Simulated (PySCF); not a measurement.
Ti(H)3(SH) (H₄STi), SMILES [SH][TiH3], multiplicity 1.

Geometry optimised at ωB97X-D3(BJ)/def2-TZVP. The multiplicity is an assumed one; other spin states were not compared.

Two levels are set side by side: PBE/def2-TZVPD (PySCF) and CAM-B3LYP/def2-TZVPD (PySCF). Same geometry, gas phase. Differences are taken from unrounded values.

```json
[
 {"quantity": "orbital gap (eV)", "CAM-B3LYP": "7.95"},
 {"quantity": "highest occupied level (eV)", "CAM-B3LYP": "-9.63"},
 {"quantity": "lowest empty level (eV)", "CAM-B3LYP": "-1.68"},
 {"quantity": "dipole moment (D)", "CAM-B3LYP": "0.72"},
 {"quantity": "mean polarisability (bohr³)", "CAM-B3LYP": "67.2"}
]
```

**Question.** What does PBE give, and how far is it from CAM-B3LYP? (An estimate is asked for; the answer gives what the named calculation found.)

**Answer.** 
| quantity | PBE | PBE minus CAM-B3LYP |
|---|---|---|
| orbital gap (eV) | 3.01 | -4.94 |
| highest occupied level (eV) | -7.21 | 2.42 |
| lowest empty level (eV) | -4.21 | -2.52 |
| dipole moment (D) | 0.77 | 0.05 |
| mean polarisability (bohr³) | 69.2 | 2.0 |

Without exact exchange PBE keeps part of each electron's self-repulsion, which lifts occupied levels and narrows the gap. Differences between two approximate levels are no errors against the true value.

Rough cost on one machine, each run with all the roots and properties that it gave: CAM-B3LYP against PBE within a factor of 2.
